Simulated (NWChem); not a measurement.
System: C$_{2}$H$_{6}$Si; SMILES C=C[SiH3]

```xyz
9

Si    -0.0575    -1.0767     0.0003
C      0.5297     0.6989     0.0007
C     -0.2933     1.7538    -0.0008
H      0.4678    -1.8125    -1.1919
H     -1.5519    -1.1012    -0.0262
H      0.4235    -1.7991     1.2193
H      1.6116     0.8899     0.0030
H      0.0815     2.7838     0.0005
H     -1.3833     1.6384    -0.0038
```
Atoms are numbered in this order, from 1.

Results from NWChem. Geometry optimised at PBE0/def2-SVP; all other runs use it. 

```json
[
 {"quantity": "anisotropy (bohr³), static", "level": "PBE0/def2-SVPD", "value": "(withheld)"},
 {"quantity": "vertical, lowest state with f > 0.02, singlet (eV)", "level": "PBE0/def2-SVPD, TDA", "value": "7.51"},
 {"quantity": "−ε(HOMO) (eV)", "level": "PBE/def2-SVP", "value": "6.78"},
 {"quantity": "dipole in solution (D) in n-hexane", "level": "PBE0/def2-SVP, SMD", "value": "(withheld)"},
 {"quantity": "dipole (D)", "level": "PBE0/def2-SVP", "value": "(withheld)"},
 {"quantity": "highest harmonic frequency (cm⁻¹)", "level": "PBE0/def2-SVP", "value": "3236"}
]
```

**Question.** What belongs in the gaps?

**Answer.** 
- anisotropy (bohr³), static, value: 22.7
- dipole in solution (D) in n-hexane, value: 0.83
- dipole (D), value: 0.74
